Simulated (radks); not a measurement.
These are the eigenvalues of the occupied orbitals of an atom or ion with whole-number occupations (eV). All-electron calculation, Dirac Kohn-Sham, relativistic LDA (MacDonald-Vosko exchange, VWN5 correlation), spin-unpolarised, spherical densities, finite nucleus; Fermi nuclear charge, rms radius of each element as measured or else 0.836 A^(1/3) + 0.57 fm. Program: a radial shooting solver on a logarithmic mesh with Libxc functionals.

| orbital | eigenvalue |
|---|---|
| 1s1/2 | -70951.23 |
| 2s1/2 | -15515.37 |
| 2p1/2 | -15061.48 |
| 2p3/2 | -13784.10 |
| 3s1/2 | -6099.676 |
| 3p1/2 | -5929.124 |
| 3p3/2 | -5597.745 |

Which element is it, and in what charge state? The configuration may be excited. Open shells, if any, fill j = l - 1/2 first.

Answer. Z = 73, tantalum, charge +56: Ta56+ in [Ne] 3s2 3p5. The list shows which subshells hold electrons but not how many an open one holds; the 1s level, -2607.4 hartree, gives Z - s = 72.2 by -(Z - s)^2/2, which with screening and relativity narrows Z to a few neighbours, and the depths of the outer levels then fix element, charge and occupations together.
